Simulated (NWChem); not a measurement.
System: CH2F2O2Si; SMILES O=C[Si](O)(F)F

Parts of the log:

```
             Northwest Computational Chemistry Package (NWChem) 7.3.0
             --------------------------------------------------------

 C1  symmetry detected

                             Geometry "geometry" -> ""
                             -------------------------

 Output coordinates in angstroms (scale by  1.889725989 to convert to a.u.)

  No.       Tag          Charge          X              Y              Z
 ---- ---------------- ---------- -------------- -------------- --------------
    1 O                    8.0000     0.08551198     2.28268101    -0.00024749
    2 C                    6.0000     0.82590275     1.32471128    -0.00277237
    3 Si                  14.0000    -0.02360672    -0.38578836     0.00004566
    4 O                    8.0000    -1.62107914    -0.07943014     0.00427763
    5 F                    9.0000     0.41473862    -1.25123104    -1.27961483
    6 F                    9.0000     0.42189453    -1.25020690     1.27796178
    7 H                    1.0000     1.93714560     1.46937339    -0.00647917
    8 H                    1.0000    -1.80722911     0.87033044     0.00511038

 Effective nuclear repulsion energy (a.u.)     316.9950970005

                                 NWChem DFT Module
                                 -----------------

 Summary of "ao basis" -> "ao basis" (spherical)
 ------------------------------------------------------------------------------
       Tag                 Description            Shells   Functions and Types
 ---------------- ------------------------------  ------  ---------------------
 O                         def2-tzvp                11       31   5s3p2d1f
 C                         def2-tzvp                11       31   5s3p2d1f
 Si                        def2-tzvp                13       37   5s5p2d1f
 F                         def2-tzvp                11       31   5s3p2d1f
 H                         def2-tzvp                 4        6   3s1p

            General Information
            -------------------
          SCF calculation type: DFT
          Wavefunction type:  closed shell.
          No. of atoms     :     8
          No. of electrons :    56
           Alpha electrons :    28
            Beta electrons :    28
          Charge           :     0
          Spin multiplicity:     1
          Use of symmetry is: off; symmetry adaption is: off
          Maximum number of iterations: 150
          AO basis - number of functions:   204
                     number of shells:    76
          Convergence on energy requested:  1.00D-06
          Convergence on density requested:  1.00D-05
          Convergence on gradient requested:  5.00D-04

              XC Information
              --------------
                     Hartree-Fock (Exact) Exchange  1.000
                   CAM-Becke88 Exchange Functional  1.000
                      VWN V Correlation Functional  0.190 local
              Lee-Yang-Parr Correlation Functional  0.810

           Range-Separation Parameters
           ---------------------------
           Alpha           :  0.19
           Beta            :  0.46
           Gamma           :  0.33
           Short-Range HF  :     F

             Grid Information
             ----------------
          Grid used for XC integration:  medium
          Radial quadrature: Mura-Knowles
          Angular quadrature: Lebedev.
          Tag              B.-S. Rad. Rad. Pts. Rad. Cut. Ang. Pts.
          ---              ---------- --------- --------- ---------
          O                   0.60       49          11.0       434
          C                   0.70       49           9.0       434
          Si                  1.10       88          10.0       590
          F                   0.50       49          10.0       434
          H                   0.35       45          11.0       434
          Grid pruning is: on
          Number of quadrature shells:   423
          Spatial weights used:  Erf1

      Superposition of Atomic Density Guess
      -------------------------------------

 Sum of atomic energies:        -675.91112833

      Non-variational initial energy
      ------------------------------

 Total energy =    -677.559852
 1-e energy   =   -1567.528782
 2-e energy   =     572.973833
 HOMO         =      -0.297816
 LUMO         =      -0.078038

     ---------------------------------------------
      Total Density - Mulliken Population Analysis
     ---------------------------------------------

    Atom       Charge   Shell Charges
 -----------   ------   -------------------------------------------------------
    1 O    8     8.67   0.79  1.18  0.61  0.95  0.30  1.98  2.07  0.76  0.00  0.02  0.00
    2 C    6     5.60   0.86  1.12  0.55  0.66  0.16  0.94  0.96  0.24  0.03  0.07  0.01
    3 Si  14    12.46   2.00  0.59  1.39  0.72  0.24  4.10  1.74  0.46  0.60  0.11  0.24  0.18  0.11
    4 O    8     8.82   0.79  1.18  0.59  0.95  0.24  2.02  2.20  0.83  0.00  0.01  0.00
    5 F    9     9.51   0.77  1.20  0.61  1.01  0.31  2.36  2.35  0.88  0.00  0.01  0.00
    6 F    9     9.51   0.77  1.20  0.61  1.01  0.31  2.36  2.35  0.88  0.00  0.01  0.00
    7 H    1     0.89   0.24  0.47  0.16  0.02
    8 H    1     0.54   0.19  0.25  0.06  0.04

   convergence    iter        energy       DeltaE   RMS-Dens  Diis-err
 ---------------- ----- ----------------- --------- --------- ---------
 d= 0,ls=0.0,diis     1   -678.9892935553 -9.96D+02  5.85D-03  2.25D+00
 d= 0,ls=0.0,diis     2   -678.8669585617  1.22D-01  3.33D-03  3.86D+00
 d= 0,ls=0.0,diis     3   -679.1837896027 -3.17D-01  8.06D-04  1.04D-01
 d= 0,ls=0.0,diis     4   -679.1889118214 -5.12D-03  3.77D-04  4.72D-02
 d= 0,ls=0.0,diis     5   -679.1925431159 -3.63D-03  6.33D-05  5.58D-04
  Resetting Diis
 d= 0,ls=0.0,diis     6   -679.1925965225 -5.34D-05  2.22D-05  4.08D-05
 d= 0,ls=0.0,diis     7   -679.1926014034 -4.88D-06  1.23D-05  4.22D-06
 d= 0,ls=0.0,diis     8   -679.1926014364 -3.30D-08  4.40D-06  6.15D-06

         Total DFT energy =     -679.192601436376
      One electron energy =    -1570.625770922531
           Coulomb energy =      639.701259207345
    Exchange-Corr. energy =      -65.263186721671
 Nuclear repulsion energy =      316.995097000481

 Numeric. integr. density =       55.999994496813

                       DFT Final Molecular Orbital Analysis
                       ------------------------------------

 Vector   26  Occ=2.000000D+00  E=-4.711434D-01
              MO Center= -1.3D+00,  1.7D-01,  3.4D-03, r^2= 2.0D+00
   Bfn.  Coefficient  Atom+Function         Bfn.  Coefficient  Atom+Function
  ----- ------------  ---------------      ----- ------------  ---------------
   105      0.338359  4 O  px               108      0.275511  4 O  px
   106      0.222568  4 O  py               111      0.186011  4 O  px
   109      0.178650  4 O  py                 6      0.145596  1 O  px
   103     -0.128429  4 O  s                104     -0.127995  4 O  s
    38      0.117439  2 C  py                 9      0.114994  1 O  px

 Vector   27  Occ=2.000000D+00  E=-4.401793D-01
              MO Center= -1.3D+00, -1.3D-01,  3.6D-03, r^2= 1.4D+00
   Bfn.  Coefficient  Atom+Function         Bfn.  Coefficient  Atom+Function
  ----- ------------  ---------------      ----- ------------  ---------------
   107      0.440323  4 O  pz               110      0.365690  4 O  pz
   113      0.266909  4 O  pz               136     -0.104037  5 F  px
   167      0.104052  6 F  px               139     -0.081013  5 F  px
   170      0.081012  6 F  px               142     -0.056932  5 F  px
   173      0.056879  6 F  px                 8     -0.054915  1 O  pz

 Vector   28  Occ=2.000000D+00  E=-3.509174D-01
              MO Center=  4.4D-01,  1.6D+00, -1.5D-03, r^2= 2.1D+00
   Bfn.  Coefficient  Atom+Function         Bfn.  Coefficient  Atom+Function
  ----- ------------  ---------------      ----- ------------  ---------------
     6      0.291216  1 O  px                 7      0.259933  1 O  py
     9      0.235789  1 O  px                10      0.212924  1 O  py
    12      0.197473  1 O  px                13      0.189085  1 O  py
    66      0.186321  3 Si s                194     -0.178317  7 H  s
   195     -0.161350  7 H  s                 78      0.147509  3 Si py

 Vector   29  Occ=0.000000D+00  E=-4.542965D-02
              MO Center=  5.8D-01,  1.3D+00, -2.0D-03, r^2= 2.1D+00
   Bfn.  Coefficient  Atom+Function         Bfn.  Coefficient  Atom+Function
  ----- ------------  ---------------      ----- ------------  ---------------
    45      0.406228  2 C  pz                14     -0.364965  1 O  pz
    42      0.314755  2 C  pz                 8     -0.309325  1 O  pz
    39      0.303670  2 C  pz                11     -0.242040  1 O  pz
    79      0.158308  3 Si pz                82      0.135426  3 Si pz
   135      0.084454  5 F  s                166     -0.084405  6 F  s

 Vector   30  Occ=0.000000D+00  E= 5.335682D-02
              MO Center= -1.0D+00,  2.0D-01,  3.0D-03, r^2= 5.5D+00
   Bfn.  Coefficient  Atom+Function         Bfn.  Coefficient  Atom+Function
  ----- ------------  ---------------      ----- ------------  ---------------
   201      1.066482  8 H  s                104     -0.929871  4 O  s
     5     -0.685829  1 O  s                 81     -0.611451  3 Si py
    36      0.588701  2 C  s                 67      0.542739  3 Si s
   195      0.528544  7 H  s                 43     -0.492827  2 C  px
   135     -0.344401  5 F  s                166     -0.344407  6 F  s

 Vector   31  Occ=0.000000D+00  E= 7.384192D-02
              MO Center=  1.0D+00, -4.9D-02, -3.3D-03, r^2= 5.3D+00
   Bfn.  Coefficient  Atom+Function         Bfn.  Coefficient  Atom+Function
  ----- ------------  ---------------      ----- ------------  ---------------
   195      1.326153  7 H  s                 36     -0.968631  2 C  s
    80      0.760802  3 Si px                81     -0.746463  3 Si py
     5      0.660965  1 O  s                 43     -0.544408  2 C  px
    44     -0.527091  2 C  py               104      0.495603  4 O  s
   135     -0.394157  5 F  s                166     -0.393805  6 F  s

     ---------------------------------------------
      Total Density - Mulliken Population Analysis
     ---------------------------------------------

    Atom       Charge   Shell Charges
 -----------   ------   -------------------------------------------------------
    1 O    8     8.25   0.79  1.18  0.62  0.88  0.36  1.89  1.75  0.76  0.00  0.03  0.00
    2 C    6     6.01   0.86  1.12  0.55  0.63  0.15  1.25  1.07  0.25  0.04  0.10  0.01
    3 Si  14    13.11   2.00  0.57  1.40  0.78  0.15  4.13  1.67  0.63  0.77  0.12  0.38  0.34  0.16
    4 O    8     8.49   0.79  1.18  0.58  0.90  0.29  1.93  1.92  0.88  0.00  0.02  0.00
    5 F    9     9.30   0.77  1.20  0.61  0.96  0.36  2.29  2.12  0.98  0.00  0.01  0.00
    6 F    9     9.30   0.77  1.20  0.61  0.96  0.36  2.29  2.12  0.98  0.00  0.01  0.00
    7 H    1     0.88   0.27  0.48  0.11  0.02
    8 H    1     0.65   0.25  0.32  0.04  0.05

     -------------------------------------------
      Total Density - Lowdin Population Analysis
     -------------------------------------------

    Atom       Charge   Shell Charges
 -----------   ------   -------------------------------------------------------
    1 O    8     7.88   0.87  1.09  0.53  0.58  0.34  1.72  1.78  0.88  0.00  0.07  0.01
    2 C    6     6.35   0.91  1.04  0.39  0.37  0.22  1.08  1.21  0.52  0.05  0.46  0.08
    3 Si  14    14.08   2.00  0.83  1.08  0.42  0.22  3.85  1.87  0.68  0.83  0.38  0.43  0.94  0.56
    4 O    8     8.07   0.87  1.09  0.52  0.58  0.31  1.78  1.91  0.98  0.00  0.03  0.00
    5 F    9     8.97   0.86  1.10  0.59  0.71  0.39  2.15  2.14  1.02  0.00  0.01  0.00
    6 F    9     8.97   0.86  1.10  0.59  0.71  0.39  2.15  2.14  1.02  0.00  0.01  0.00
    7 H    1     0.89   0.25  0.40  0.18  0.06
    8 H    1     0.80   0.24  0.29  0.11  0.16

     Multipole analysis of the density
     ---------------------------------

     L   x y z        total         alpha         beta         nuclear
     -   - - -        -----         -----         ----         -------
     0   0 0 0     -0.000000    -28.000000    -28.000000     56.000000

     1   1 0 0      0.405417      0.202709      0.202709     -0.000000
     1   0 1 0      0.439220      0.219610      0.219610      0.000000
     1   0 0 1     -0.001519     -0.000760     -0.000760      0.000000

     2   2 0 0    -27.377364    -76.808692    -76.808692    126.240021
     2   1 1 0      0.145430     -1.962202     -1.962202      4.069834
     2   1 0 1     -0.011262      0.021241      0.021241     -0.053744
     2   0 2 0    -33.452208   -169.250282   -169.250282    305.048356
     2   0 1 1     -0.001560      0.006716      0.006716     -0.014992
     2   0 0 2    -30.674189    -67.895421    -67.895421    105.116653
```

Level: CAM-B3LYP/def2-TZVP. Coordinates come from a PBE0/def2-SVP optimisation.

### Question
Which NWChem input produces such a log?

### Answer
One answer among several that fit: the input that was run:
```
start job
memory heap 200 mb stack 900 mb global 1100 mb
geometry units angstroms noautoz
  O     -0.283013     2.203402     0.029601
  C      0.582721     1.366590     0.156649
  Si     0.019456    -0.449632    -0.020984
  O     -1.578760    -0.383777    -0.316213
  F      0.814967    -1.188687    -1.204043
  F      0.346921    -1.288910     1.308354
  H      1.639862     1.674344     0.365316
  H     -1.904966     0.527115    -0.339942
end
basis spherical
  * library def2-tzvp
end
dft
  xc xcamb88 1.00 lyp 0.81 vwn_5 0.19 hfexch 1.00
  cam 0.33 cam_alpha 0.19 cam_beta 0.46
  iterations 150
  semidirect filesize 400000000
  mulliken
end
task dft energy
```
